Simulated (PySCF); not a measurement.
C₆ coefficients of unlike pairs at M06-L

Calculated with PySCF 2.14 from the dipole response of each species, C₆(A,B) = (3/π) ∫ α_A(iu) α_B(iu) du, in atomic units, from isotropic polarisabilities. For ions this is the dispersion term alone; charge-induced terms of lower order in 1/R come first.

```json
{"species": "Si⁺", "configuration": "[Ne] 3s2 3p1 (2P)", "basis": "dyall-acv3z (19s12p6d4f)", "relativity": "spin-free X2C", "α (bohr³)": "18.25", "C₆ (like pair)": "97.27"}
{"species": "Se²⁺", "configuration": "[Ar] 3d10 4s2 4p2 (3P)", "basis": "def2-QZVPPD (12s8p5d4f1g)", "relativity": "none", "α (bohr³)": "9.404", "C₆ (like pair)": "45.09"}
{"species": "Cr²⁺", "configuration": "[Ar] 3d4 (5D)", "basis": "x2c-TZVPPall with one added diffuse shell each of s, p, d, f type (7s6p5d3f1g)", "relativity": "spin-free X2C", "α (bohr³)": "3.917", "C₆ (like pair)": "11.71"}
{"species": "Sb²⁺", "configuration": "[Kr] 4d10 5s2 5p1 (2P)", "basis": "aug-cc-pVTZ-PP with ECP28MDF (6s5p4d2f)", "relativity": "core potential", "α (bohr³)": "15.58", "C₆ (like pair)": "92.75"}
```

**Question.** Estimate C₆ for Se²⁺ with Si⁺.

**Answer.** The integral gives 63.72. The combination rule 2 C_A C_B / (C_A α_B/α_A + C_B α_A/α_B) gives 63.74 and the geometric mean 66.23.

No spin-orbit coupling is included.

The other pairs:

```tsv
pair	C₆
Sb²⁺, Si⁺	93.87
Sb²⁺, Se²⁺	64.14
Sb²⁺, Cr²⁺	30.86
Cr²⁺, Si⁺	29.60
Cr²⁺, Se²⁺	22.25
```
